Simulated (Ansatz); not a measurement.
Single points on the cluster PdI₂.

```yaml
crystal:
  periodic: [false, false, false]
  atoms:
    - {symbol: Pd, position_ang: [-0.000481, 0.000188, 0.000376]}
    - {symbol: I, position_ang: [-0.987503, 1.265839, -1.906727]}
    - {symbol: I, position_ang: [0.987985, -1.266027, 1.906350]}
basis:
  gaussian: {orbitals: def2-TZVP, initial_orbitals: start.molden}
hamiltonian: {xc: {text: "exchange = 0.95*pbe_x + 0.05*exact_x\ncorrelation = pbe_c"}}
scf: {omitted_lower_state_checks: [starts]}
output: {orbitals: {seedname: orbitals}}
```

The file start.molden holds the orbitals of an earlier run on this structure, at another level or in another basis.

```sh
$ ansatz run in.yaml --threads 4 --pin off --events-out ev --progress --plain --max-ram 3916MiB
```

It prints (some lines left out):

```
Functional definition: unnamed
1093 factors; their error is unknown
mean field evaluation 1: about -19683.5969 eV, gradient 5.3e0 eV
mean field evaluation 2: about -19683.6844 eV, gradient 2.0e-1 eV
mean field evaluation 4: about -19683.6950 eV, gradient 2.9e-2 eV
mean field evaluation 8: about -19683.7996 eV, gradient 4.2e-5 eV
mean field evaluation 16: about -19683.7996 eV, gradient 1.3e-3 eV
mean field -19683.79956281 eV, -723.3662917748 hartree, gradient 3.1e-6 eV, S^2 0.000000; 0 other end points of the search recorded, 0 dependent functions left out
reference -19683.79959531 eV, -723.3662929691 hartree; 34, 34 occupied and 106, 106 virtual orbitals, 1093 factors
Total energy: -19683.79959531 eV, -723.3662929691 hartree
Checks for a lower state left out: starts
```

Run time 13 s (4 threads of Arm Neoverse N1 on a shared host).

The first input with `hamiltonian: {xc: {text: "exchange = 0.65*pbe_x + 0.35*exact_x\ncorrelation = pbe_c"}}` (abridged; 15 s):

```
Functional definition: unnamed
mean field evaluation 16: about -19683.9279 eV, gradient 3.6e-5 eV
mean field -19683.92786994 eV, -723.3710069749 hartree, gradient 8.1e-6 eV, S^2 0.000000
Total energy: -19683.92789196 eV, -723.3710077838 hartree
Checks for a lower state left out: starts
```

The first input with `gaussian: {orbitals: def2-SVP, initial_orbitals: start.molden}`, `hamiltonian: {xc: pbe, dispersion: d4}` (abridged; 5 s):

```
Functional definition: PBE
mean field evaluation 16: about -19682.3460 eV, gradient 1.8e-4 eV
mean field -19682.34602001 eV, -723.3128750619 hartree, gradient 5.3e-6 eV, S^2 0.000000
Total energy: -19682.46026097 eV, -723.3170733399 hartree
Checks for a lower state left out: starts
```

First input, but with `hamiltonian: {xc: {name: revPBE}, dispersion: d4}` (abridged; 9 s):

```
Functional definition: revPBE
mean field evaluation 16: about -19687.7653 eV, gradient 6.5e-4 eV
mean field -19687.76529507 eV, -723.5120297470 hartree, gradient 1.3e-6 eV, S^2 0.000000
Total energy: -19687.97260233 eV, -723.5196481485 hartree
Checks for a lower state left out: starts
```

First input, but with `gaussian: {orbitals: STO-3G}`, `hamiltonian: {xc: hf}` (abridged; 8.5 s):

```
Functional definition: HF
mean field evaluation 16: about -505881.7888 eV, gradient 1.1e-1 eV
mean field evaluation 32: about -505881.8332 eV, gradient 4.6e-2 eV
mean field -505881.83448078 eV, -18590.8145181456 hartree, gradient 6.0e-6 eV, S^2 0.000000; 2 other end points of the search recorded, 0 dependent functions left out
Total energy: -505881.83448078 eV, -18590.8145181456 hartree
Checks for a lower state left out: starts
```

First input, but with `hamiltonian: {xc: pbe, dispersion: d4}` (abridged; 8.5 s):

```
Functional definition: PBE
mean field evaluation 16: about -19683.8200 eV, gradient 2.6e-4 eV
mean field -19683.82000292 eV, -723.3670429347 hartree, gradient 2.8e-6 eV, S^2 0.000000
Total energy: -19683.93424082 eV, -723.3712411005 hartree
Checks for a lower state left out: starts
```

The first input with `hamiltonian: {xc: pbe0, dispersion: d4}`, `output: {forces: true, orbitals: {seedname: orbitals}}` (abridged; 17 s):

```
Functional definition: PBE0
mean field evaluation 16: about -19683.8334 eV, gradient 4.0e-6 eV
mean field -19683.83340197 eV, -723.3675353408 hartree, gradient 4.0e-6 eV, S^2 0.000000
Total energy: -19683.93326845 eV, -723.3712053664 hartree
Atom 0 force    -0.000423     0.000215     0.000177 eV/Å
Atom 1 force    -0.045587     0.058590    -0.088489 eV/Å
Atom 2 force     0.046010    -0.058805     0.088312 eV/Å
Dipole moment:    -0.000175     0.000061     0.000158 e Å
Checks for a lower state left out: starts
```

Geometry: r2SCAN-D4/def2-TZVP.

In the def2 sets I, Pd take a core potential, while STO-3G treats all electrons; there is no spin–orbit coupling. The restricted singlet is unstable towards broken spin symmetry at other levels; at PBE with 5 % exact exchange/def2-TZVP, PBE with 35 % exact exchange/def2-TZVP, PBE-D4/def2-SVP, revPBE-D4/def2-TZVP this wasn't settled. At PBE with 5 % exact exchange/def2-TZVP, PBE-D4/def2-SVP, revPBE-D4/def2-TZVP, PBE-D4/def2-TZVP an occupied level lies above an empty one. The restricted singlet is unstable towards broken spin symmetry in Hartree–Fock (as tested in another run); at HF/STO-3G this wasn't settled. At PBE-D4/def2-TZVP, PBE0-D4/def2-TZVP the restricted singlet is unstable: a solution with broken spin symmetry lies lower. At PBE0-D4/def2-TZVP a triplet of charge 0 lies 0.72 eV below the restricted singlet, each at its own geometry. The structure comes from a short search, and lower isomers may exist.
